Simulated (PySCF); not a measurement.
All values: UKS B3LYP (pcH-1 on C F H) in PySCF, non-relativistic with spin–orbit coupling as a perturbation, on GFN2-xTB geometries; isolated species, one conformer each; SCF stability not tested. Couplings are averaged over nuclei equivalent by connectivity (but not across a short bond from an atom whose three angles sum to over 350°); widths count isotopes of over 50 % abundance and splittings of 0.05 mT or more. Couplings are sensitive to structure, and on GFN2-xTB geometries they can be far from those on DFT ones.

(1) Order by largest proton coupling |a_iso| (mean over equivalent protons), smallest first.
A. `[CH2]C([CH2])=C` [triplet]
B. `FC1=CCC[CH]C=C1` [radical]
C. `C[C@H]1C=[C]CC(F)=C1` [radical]
D. `C[C@H]1C=C[CH]C(F)=C1` [radical]

(2) Order by excess of ⟨S²⟩ over the exact value, largest first.
A. `FC1=CCC[CH]C=C1` [radical]
B. `[CH2]C([CH2])=C` [triplet]
C. `C[C@H]1C=C[CH]C(F)=C1` [radical]
D. `C[C@H]1C=[C]CC(F)=C1` [radical]

Results:

(1) A (26 MHz), B (36 MHz), C (84 MHz), D (140 MHz).

(2) A (0.038), C (0.034), B (0.032), D (0.009).

```tsv
species	largest spin population on	population	g_iso	⟨S²⟩
C[C@H]1C=C[CH]C(F)=C1	carbon bonded to 2 C and H	0.55	2.0025	0.784
FC1=CCC[CH]C=C1	carbon bonded to 2 C and H	0.54	2.0024	0.788
C[C@H]1C=[C]CC(F)=C1	carbon bonded to 2 C	0.99	2.0023	0.759
[CH2]C([CH2])=C (triplet state)	carbon bonded to C and 2 H	0.86	2.0026	2.032
```

Means can hide wide spreads in the frozen geometry: FC1=CCC[CH]C=C1, 2 × 1H from 15 to 55 MHz (mean 35); FC1=CCC[CH]C=C1, 2 × 1H from 11 to 49 MHz (mean 30). The drawing needn't show where the spin sits: the atom drawn as the radical centre holds a spin population of 0.55 in C[C@H]1C=C[CH]C(F)=C1 and 0.47 in FC1=CCC[CH]C=C1.
